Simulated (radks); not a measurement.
The ytterbium ion Yb+, [Xe] 4f14 6s1. Method: non-relativistic Kohn-Sham, exchange-only PBE, spin-polarised, spherical densities, point nucleus; computed with a radial shooting solver on a logarithmic mesh with Libxc functionals. Every spin shell is full or empty, so the densities are truly spherical. Functionals are evaluated on that one density, not self-consistently. Rank these exchange functionals by their error against the exact value of the orbitals, and give that value: LDA, B88, RPBE, PW91, PW86, OPTX, SOGGA, G96, EV93, TPSS, MS2, TASK.

Answer. Exact: -275.641 hartree. From best to worst, with 100 (|E| - |E exact|)/|E exact| (equal figures are ties): PW86 -0.05, RPBE +0.06, TPSS -0.13, EV93 -0.19, PW91 +0.32, B88 +0.35, MS2 -0.40, G96 +0.73, SOGGA -1.64, TASK -1.78, OPTX +2.00, LDA -3.79.
